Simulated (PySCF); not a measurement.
Al(H)(Cl)(NMe2) (C2H7AlClN), SMILES C[N](C)[AlH][Cl]. Atoms are numbered in the order given.

```xyz
12

Al     0.8531     0.3785     0.0000
H      2.4222     0.3848     0.0000
Cl    -0.2528     2.1817     0.0000
N     -0.0592    -1.1466     0.0000
C     -1.5070    -1.2487     0.0000
C      0.6016    -2.4389     0.0000
H     -1.8767    -1.7944    -0.8908
H     -1.8767    -1.7944     0.8908
H     -1.9689    -0.2504     0.0000
H      0.3288    -3.0394     0.8908
H      0.3288    -3.0394    -0.8908
H      1.6975    -2.3234     0.0000
```

Geometry: B3LYP-D3(BJ)/def2-SVP. The structure was generated by enumeration; whether it is a known compound was not checked. Other conformers were not sampled.

These are PBE/def2-TZVP (PySCF) values and carry that method's errors.

ESP charges are fitted to the potential on shells at 1.4 to 2.0 van der Waals radii. Atomic charges (e):

| atom | IAO | ESP fit |
|---|---|---|
| Al1 | 0.82 | 0.53 |
| H2 | ___ | -0.18 |
| Cl3 | -0.35 | -0.26 |
| N4 | -0.48 | -0.01 |
| C5 | ___ | -0.50 |
| C6 | ___ | -0.43 |
| H7 | ___ | 0.15 |
| H8 | ___ | 0.15 |
| H9 | ___ | 0.15 |
| H10 | ___ | 0.14 |
| H11 | ___ | 0.14 |
| H12 | ___ | 0.13 |

Problem. Complete the blanks. (Estimate from the structure and the level; the computed values follow.)

Solution. 
- H2, IAO: -0.19
- C5, IAO: -0.31
- C6, IAO: -0.31
- H7, IAO: 0.13
- H8, IAO: 0.13
- H9, IAO: 0.15
- H10, IAO: 0.13
- H11, IAO: 0.13
- H12, IAO: 0.15
